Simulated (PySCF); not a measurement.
Task: Write Cartesian coordinates for `Cc1ccc2sc(C)nc2c1` (2,5-dimethylbenzothiazole) as optimised with PBE0-D3(BJ)/def2-SVP.

Result: 
```xyz
20
C9H9NS angstrom
C     -3.5509    0.7694   -0.4260
C     -2.1787    0.1844   -0.2511
C     -2.0324   -1.1504    0.1837
C     -0.7871   -1.7352    0.3657
C      0.3471   -0.9640    0.1058
S      2.0283   -1.3789    0.2277
C      2.4359    0.2540   -0.3059
C      3.8612    0.6596   -0.4472
N      1.4287    1.0218   -0.5492
C      0.2329    0.3755   -0.3302
C     -1.0383    0.9388   -0.5055
H     -3.5041    1.7930   -0.8225
H     -4.1575    0.1651   -1.1189
H     -4.0938    0.8041    0.5324
H     -2.9296   -1.7427    0.3830
H     -0.7018   -2.7702    0.7023
H      3.8943    1.7052   -0.7775
H      4.3995    0.5667    0.5086
H      4.3833    0.0324   -1.1862
H     -1.1092    1.9747   -0.8440
```

Orientation and origin are arbitrary. Atoms count from 1 in this order. Of the pairs four or more bonds apart, H12···H20 is among the closest relative to their van der Waals radii: 2.40 Å, 100 % of the sum of Bondi's values. The 8 C–C bonds span 1.388 Å (C3–C4, aromatic) to 1.502 Å (C1–C2, drawn single), a spread of 0.114 Å. The 5-membered ring C5–S6–C7–N9–C10 has internal angles of 88.9° to 115.3°; it is planar, 0.00 Å rms from its mean plane, widest ring torsion 0°. The C–S distances run from 1.736 Å (C5–S6, aromatic) to 1.766 Å (S6–C7, aromatic), a spread of 0.030 Å.

Bonds between heavy atoms (Å): C1–C2 1.502, C2–C3 1.411, C3–C4 1.388, C4–C5 1.396, C5–S6 1.736, S6–C7 1.766, C7–C8 1.489, C7–N9 1.290, N9–C10 1.377, C10–C11 1.401, C2–C11 1.391, C5–C10 1.413.

Computed with PBE0-D3(BJ)/def2-SVP geometry optimisation, gas phase in PySCF 2.14.0.

Point group: near Cs, missed by 0.13 Å at most; the miss may be what the optimiser left on a soft mode. No frequency check.

Cost: about 2.8 min of CPU time on one thread; the machine was shared, so the figure is rough. These figures are those of the optimisation.
